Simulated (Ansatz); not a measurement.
A nudged elastic band was laid between two geometries of C$_{3}$H$_{11}$SbSi (16 atoms, charge 0, multiplicity 1).

Level of theory: RKS B3LYP/def2-SVP (Ansatz 0.2.0).

```
movable images  : 7
climbing image  : yes
spring          : 5.0 eV/Å²
optimiser       : quadratic models (default)
start path      : IDPP
force threshold : 0.05 eV/Å
iteration limit : 24
end points      : relaxed
```

Initial state:

```xyz
16
Properties=species:S:1:pos:R:3
Si -1.907 -1.052 -0.887
C -0.041 -1.365 -0.716
C 0.856 -0.144 -0.424
C 0.620 0.498 0.946
Sb 2.026 2.158 1.376
H -2.161 0.008 -1.910
H -2.536 -0.620 0.397
H -2.579 -2.311 -1.329
H 0.280 -1.834 -1.664
H 0.106 -2.138 0.061
H 0.712 0.611 -1.218
H 1.912 -0.460 -0.503
H -0.401 0.895 1.045
H 0.767 -0.237 1.755
H 1.190 3.277 0.361
H 1.133 2.693 2.754
```

Final state:

```xyz
16
Properties=species:S:1:pos:R:3
Si -1.798 -0.786 -1.292
C 0.077 -1.046 -1.130
C 0.880 0.050 -0.397
C 0.542 0.187 1.089
Sb 1.831 1.655 2.140
H -2.366 -1.842 -2.182
H -2.085 0.551 -1.896
H -2.502 -0.863 0.023
H 0.462 -1.153 -2.160
H 0.245 -2.026 -0.646
H 0.721 1.018 -0.906
H 1.957 -0.172 -0.510
H -0.504 0.489 1.250
H 0.690 -0.771 1.616
H 0.989 3.017 1.493
H 0.838 1.668 3.553
```

(1) What changes between the two ends?

(2) What energy profile does the band end with?

(3) What is the geometry of the highest image?

(4) What are the harmonic wavenumbers there?

Answers

(1) No bond is made or broken. The dihedral H7–Si1–C2–C3 goes from -67 to 53°. The two ends are copies of one structure, up to a mirror image or an exchange of like atoms.

(2) The forces met the threshold. The highest image is number 4 of 0 to 8, 6.3 kJ/mol above the ends, which have the same energy within 2 meV. A vibrational analysis at the climbing image gives one clearly imaginary mode, 125i cm⁻¹: a first-order saddle point.

```csv
image,path coordinate (Å),energy (kJ/mol),dihedral H7–Si1–C2–C3 (°)
0,0.00,0.0,-67
1,0.61,0.8,-54
2,1.23,2.8,-39
3,1.84,5.2,-23
4,2.46,6.3,-6
5,3.05,5.3,10
6,3.64,2.8,25
7,4.24,0.6,40
8,4.83,0.0,53
```

(3) 
```xyz
16
Properties=species:S:1:pos:R:3
Si -1.853 -0.830 -1.228
C 0.031 -1.098 -1.067
C 0.858 0.035 -0.422
C 0.588 0.226 1.072
Sb 1.920 1.734 2.003
H -2.238 -0.722 -2.668
H -2.299 0.423 -0.546
H -2.609 -1.973 -0.635
H 0.411 -1.292 -2.086
H 0.197 -2.036 -0.508
H 0.673 0.982 -0.960
H 1.930 -0.189 -0.574
H -0.453 0.526 1.268
H 0.772 -0.711 1.625
H 1.069 3.074 1.322
H 0.981 1.829 3.448
```

(4) 125i, 55, 85, 122, 151, 202, 318, 526, 558, 576, 597, 650, 679, 740, 806, 836, 917, 945, 956, 960, 969, 1054, 1097, 1140, 1211, 1254, 1321, 1358, 1432, 1448, 1472, 1904, 1912, 2211, 2212, 2214, 3008, 3023, 3045, 3051, 3071, 3119 cm⁻¹.

Run time: 7.4 min on 2 threads of Arm Neoverse N1, on a shared host, peak memory 0.44 GiB.
